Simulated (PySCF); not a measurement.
Cartesian coordinates (Å):
```xyz
7

Zn     0.0343    -0.0116    -0.0169
C     -0.7917     1.7235    -0.3009
H     -0.1700     2.3566    -0.9598
H     -0.9216     2.2537     0.6605
H     -1.7880     1.6155    -0.7674
S      0.9766    -1.9679     0.3281
H      0.5549    -2.4420    -0.8738
```
Charge 0, spin multiplicity 1.

**Question.** What is the computed LUMO, charge on the central atom (meta-Löwdin), dipole moment, HOMO, total energy, charge on the central atom (Mulliken) and HOMO–LUMO gap (PySCF with TPSSh-D3(BJ)/def2-TZVP // TPSS-D3(BJ)/def2-SVP)?

**Answer.** 
```json
{
 "LUMO": "-0.66 eV",
 "charge on the central atom (meta-Löwdin)": "1.05 e",
 "dipole_moment": "1.83 D",
 "HOMO": "-6.45 eV",
 "total_energy": "-2218.1814 Ha",
 "charge on the central atom (Mulliken)": "0.36 e",
 "HOMO–LUMO gap": "5.79 eV"
}
```
